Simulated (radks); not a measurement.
The numbers below are computed, except where a source is named.
Task: Ionisation of the aluminium ion Al+, [Ne] 3s2, to Al2+, [Ne] 3s1, under several functionals. Dirac Kohn-Sham, spin-unpolarised, spherical densities, finite nucleus; a radial shooting solver on a logarithmic mesh with Libxc functionals. The NIST Atomic Spectra Database gives 18.829 eV (measured). Rank these functionals by the error of their Delta-SCF ionisation energy: PBEsol; exchange-only LDA; PBE; SOGGA; LDA (Slater exchange, Perdew-Wang correlation); BP86.

Result: From best to worst: SOGGA 19.055 eV (+0.226); PBEsol 19.171 eV (+0.342); PBE 19.225 eV (+0.397); BP86 19.367 eV (+0.539); LDA (Slater exchange, Perdew-Wang correlation) 19.370 eV (+0.542); exchange-only LDA 18.224 eV (-0.605). Spin polarisation and multiplet splitting are left out, so open shells lie too high by an amount that depends on their filling.

Beside tabulated values, note that spin-unpolarised runs miss the spin-polarisation part of the exchange energy of open shells.
